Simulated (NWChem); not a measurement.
System: C3H5Cl; SMILES C=C(C)Cl

NWChem input:

```
start job
memory heap 200 mb stack 900 mb global 1100 mb
geometry units angstroms noautosym nocenter noautoz
  C      1.331042    -0.996108     0.000000
  C      0.120464    -0.438291     0.000000
  C     -1.187852    -1.153055     0.000000
  Cl    -0.033679     1.301205     0.000000
  H      2.240668    -0.393837     0.000000
  H      1.425175    -2.084487     0.000000
  H     -1.780588    -0.876179     0.885972
  H     -1.035009    -2.241152     0.000000
  H     -1.780588    -0.876179    -0.885972
end
basis spherical
  * library def2-svp
end
dft
  xc pbe0
  iterations 150
end
cosmo
  do_cosmo_smd true
  solvent hexane
end
task dft energy
```

Excerpt of the output:

```
             Northwest Computational Chemistry Package (NWChem) 7.3.0
             --------------------------------------------------------

                             Geometry "geometry" -> ""
                             -------------------------

 Output coordinates in angstroms (scale by  1.889725989 to convert to a.u.)

  No.       Tag          Charge          X              Y              Z
 ---- ---------------- ---------- -------------- -------------- --------------
    1 C                    6.0000     1.33104200    -0.99610800     0.00000000
    2 C                    6.0000     0.12046400    -0.43829100     0.00000000
    3 C                    6.0000    -1.18785200    -1.15305500     0.00000000
    4 Cl                  17.0000    -0.03367900     1.30120500     0.00000000
    5 H                    1.0000     2.24066800    -0.39383700     0.00000000
    6 H                    1.0000     1.42517500    -2.08448700     0.00000000
    7 H                    1.0000    -1.78058800    -0.87617900     0.88597200
    8 H                    1.0000    -1.03500900    -2.24115200     0.00000000
    9 H                    1.0000    -1.78058800    -0.87617900    -0.88597200

 Effective nuclear repulsion energy (a.u.)     149.0348577480

                                 NWChem DFT Module
                                 -----------------

 Summary of "ao basis" -> "ao basis" (spherical)
 ------------------------------------------------------------------------------
       Tag                 Description            Shells   Functions and Types
 ---------------- ------------------------------  ------  ---------------------
 C                          def2-svp                 6       14   3s2p1d
 Cl                         def2-svp                 8       18   4s3p1d
 H                          def2-svp                 3        5   2s1p

 in cosmo_initialize ...
 calling solv_data for solv:hexane

 solvent parameters
 solvname_short: hexane
 solvname_long:  n-hexane
 dielec:        1.8819
 dielecinf:     1.8903
 nonaqueous SMD model solvent descriptors
 dielec:        1.8819
 sola:          0.0000
 solb:          0.0000
 solc:          0.0000
 solg:         25.7500
 solh:          0.0000
 soln:          1.3749

          ---------------
          -cosmo- solvent
          ---------------
 Cosmo: York-Karplus, doi: 10.1021/jp992097l
 dielectric constant -eps-     =   1.88
 screen = (eps-1)/(eps    )    =   0.46862
 surface charge correction     = lagrangian

   van der Waals surface
 --------------------------

 ---------- ATOMIC COORDINATES (A.U.) ------------ VDWR(ANG.) --
     1    2.51530466   -1.88237118    0.00000000     1.850
     2    0.22764395   -0.82824989    0.00000000     1.850
     3   -2.24471479   -2.17895800    0.00000000     1.850
     4   -0.06364408    2.45892090    0.00000000     2.380
     5    4.23424855   -0.74424401    0.00000000     1.200
     6    2.69319024   -3.93910926    0.00000000     1.200
     7   -3.36482342   -1.65573823    1.67424431     1.200
     8   -1.95588341   -4.23516318    0.00000000     1.200
     9   -3.36482342   -1.65573823   -1.67424431     1.200
 number of segments per atom =        128
 number of   points per atom =        128
 atom (   nspa,  nppa )
 ----------------------
    1 (     62,     0 )       0
    2 (     20,     0 )       0
    3 (     52,     0 )       0
    4 (     98,     0 )       0
    5 (     52,     0 )       0
    6 (     54,     0 )       0
    7 (     53,     0 )       0
    8 (     54,     0 )       0
    9 (     53,     0 )       0
 number of -cosmo- surface points =      498
 molecular surface =    118.123 angstrom**2
 molecular volume  =    101.089 angstrom**3
 -lineq- algorithm             =   0
 -bem- low  level              =   3
 -bem- from -octahedral-
 gaussian surface charge width =   4.50000
 degree of switching           =   1.00000
 switching function tolerance  =   0.00010
 atomic radii =
 --------------
    1  6.000  1.850
    2  6.000  1.850
    3  6.000  1.850
    4 17.000  2.380
    5  1.000  1.200
    6  1.000  1.200
    7  1.000  1.200
    8  1.000  1.200
    9  1.000  1.200
 ...... end of -cosmo- initialization ......

[...]

                                COSMO-SMD solvation results
                                ---------------------------

             internal energy in gas <Psi(g)|H|Psi(g)> =      -576.981210919566
         internal energy in solvent <Psi(s)|H|Psi(s)> =      -576.981108465468
                               delta internal energy  =         0.000102454099 (    0.06 kcal/mol)
   total free energy in solvent <Psi(s)|H+V/2|Psi(s)> =      -576.983107150385
 polarization energy contribution <Psi(s)|V/2|Psi(s)> =        -0.001998684918 (   -1.25 kcal/mol)
    total free energy in solvent including G(SMD-CDS) =      -576.985892628833
                       G(SMD-CDS) energy contribution =        -0.002785478448 (   -1.75 kcal/mol)
     1 M fixed-concentration free energy of solvation =        -0.004681709267 (   -2.94 kcal/mol)

                       DFT Final Molecular Orbital Analysis
                       ------------------------------------

 Vector   18  Occ=2.000000D+00  E=-3.563684D-01
              MO Center= -2.4D-01,  4.8D-01,  2.5D-09, r^2= 2.7D+00
   Bfn.  Coefficient  Atom+Function         Bfn.  Coefficient  Atom+Function
  ----- ------------  ---------------      ----- ------------  ---------------
    55      0.492659  4 Cl pz                52      0.377216  4 Cl pz
    49      0.219234  4 Cl pz                34     -0.207015  3 C  pz
    20      0.191598  2 C  pz                71     -0.159823  7 H  s
    81      0.159823  9 H  s                 23      0.148325  2 C  pz
    37     -0.133792  3 C  pz                 6      0.129973  1 C  pz

 Vector   19  Occ=2.000000D+00  E=-3.186413D-01
              MO Center= -5.4D-02,  1.0D+00,  1.5D-11, r^2= 1.8D+00
   Bfn.  Coefficient  Atom+Function         Bfn.  Coefficient  Atom+Function
  ----- ------------  ---------------      ----- ------------  ---------------
    53      0.632231  4 Cl px                50      0.459577  4 Cl px
    47      0.266303  4 Cl px                33      0.125332  3 C  py
    18     -0.122771  2 C  px                76     -0.095148  8 H  s
     5     -0.088413  1 C  py                54      0.085341  4 Cl py
    31      0.078289  3 C  s                 32      0.074846  3 C  px

 Vector   20  Occ=2.000000D+00  E=-2.647091D-01
              MO Center=  5.2D-01, -2.3D-01,  1.8D-09, r^2= 2.7D+00
   Bfn.  Coefficient  Atom+Function         Bfn.  Coefficient  Atom+Function
  ----- ------------  ---------------      ----- ------------  ---------------
    55     -0.395436  4 Cl pz                 6      0.390772  1 C  pz
    20      0.317452  2 C  pz                 9      0.288770  1 C  pz
    52     -0.265861  4 Cl pz                23      0.196325  2 C  pz
    49     -0.153849  4 Cl pz                71     -0.095493  7 H  s
    81      0.095493  9 H  s                 72     -0.093732  7 H  s

 Vector   21  Occ=0.000000D+00  E= 7.312309D-03
              MO Center=  5.8D-01, -6.6D-01, -3.5D-09, r^2= 2.6D+00
   Bfn.  Coefficient  Atom+Function         Bfn.  Coefficient  Atom+Function
  ----- ------------  ---------------      ----- ------------  ---------------
    23     -0.641754  2 C  pz                 9      0.637721  1 C  pz
    20     -0.464781  2 C  pz                 6      0.397265  1 C  pz
    72      0.244273  7 H  s                 82     -0.244273  9 H  s
    55      0.225015  4 Cl pz                71      0.115212  7 H  s
    81     -0.115212  9 H  s                 52      0.095481  4 Cl pz

 Vector   22  Occ=0.000000D+00  E= 6.129803D-02
              MO Center=  2.4D-01,  2.6D-02, -4.8D-10, r^2= 3.9D+00
   Bfn.  Coefficient  Atom+Function         Bfn.  Coefficient  Atom+Function
  ----- ------------  ---------------      ----- ------------  ---------------
    54      0.814436  4 Cl py                17      0.785391  2 C  s
    46     -0.605087  4 Cl s                 22      0.592431  2 C  py
    62     -0.566361  5 H  s                 67      0.518485  6 H  s
    19      0.447938  2 C  py                77      0.397627  8 H  s
    16      0.319078  2 C  s                 51      0.264995  4 Cl py

 Vector   23  Occ=0.000000D+00  E= 8.540126D-02
              MO Center= -7.7D-01, -1.6D+00,  1.9D-08, r^2= 6.1D+00
   Bfn.  Coefficient  Atom+Function         Bfn.  Coefficient  Atom+Function
  ----- ------------  ---------------      ----- ------------  ---------------
    31      2.533396  3 C  s                 77     -1.139275  8 H  s
    72     -1.019893  7 H  s                 82     -1.019893  9 H  s
     3      0.853691  1 C  s                 67     -0.798508  6 H  s
    62     -0.526840  5 H  s                  8     -0.334257  1 C  py
    17     -0.302986  2 C  s                 21      0.228097  2 C  px

     Multipole analysis of the density
     ---------------------------------

     L   x y z        total         alpha         beta         nuclear
     -   - - -        -----         -----         ----         -------
     0   0 0 0     -0.000000    -20.000000    -20.000000     40.000000

     1   1 0 0     -0.133036     -0.141199     -0.141199      0.149362
     1   0 1 0     -0.666542     -0.450365     -0.450365      0.234188
     1   0 0 1     -0.000000     -0.000000     -0.000000      0.000000

     2   2 0 0    -21.722545    -70.973518    -70.973518    120.224490
     2   1 1 0      0.211128     -1.300758     -1.300758      2.812643
     2   1 0 1     -0.000000     -0.000000     -0.000000      0.000000
     2   0 2 0    -22.355868   -109.247960   -109.247960    196.140053
     2   0 1 1      0.000000      0.000000      0.000000      0.000000
     2   0 0 2    -24.393464    -14.999826    -14.999826      5.606188
```

Level: PBE0/def2-SVP, SMD on the gas-phase geometry. The geometry was optimised at PBE0/def2-SVP. Solvent: n-hexane.
